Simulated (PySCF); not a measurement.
## Ni¹⁰⁺ (nickel, charge +10) across methods

[Ar], closed-shell 1S. Calculation: PySCF 2.14, in an uncontracted even-tempered set (17 s from 0.59 bohr⁻², ratio 2.5; 12 p from 0.76 bohr⁻², ratio 2.5; 5 d from 5.6 bohr⁻², ratio 2.7; 4 f from 8.4 bohr⁻², ratio 2.7); no relativity, point nucleus.

```
 method  E (hartree)  mean ε 2p (eV)  mean ε 3s (eV)  mean ε 3p (eV)  Σ⟨r²⟩ (bohr²)   ⟨S²⟩
 M06-2X    -1470.909         -1143.2         -354.53         -312.39          4.710  0.000
   PBE0    -1470.617         -1128.7         -349.38         -308.28          4.710  0.000
    UHF  -1470.01761         -1170.8         -367.57         -319.59          4.720  0.000
    LDA    -1468.024         -1113.7         -342.05         -303.80          4.715  0.000
r2SCANh    -1470.811         -1126.2         -348.24         -306.99          4.710  0.000
    PBE    -1470.548         -1114.2         -342.76         -303.96          4.709  0.000
```

Question: Estimate the same row for r2SCAN.

Answer: E (hartree) = -1470.810; mean ε 2p (eV) = -1121.1; mean ε 3s (eV) = -345.99; mean ε 3p (eV) = -305.45; Σ⟨r²⟩ (bohr²) = 4.710; ⟨S²⟩ = 0.000.
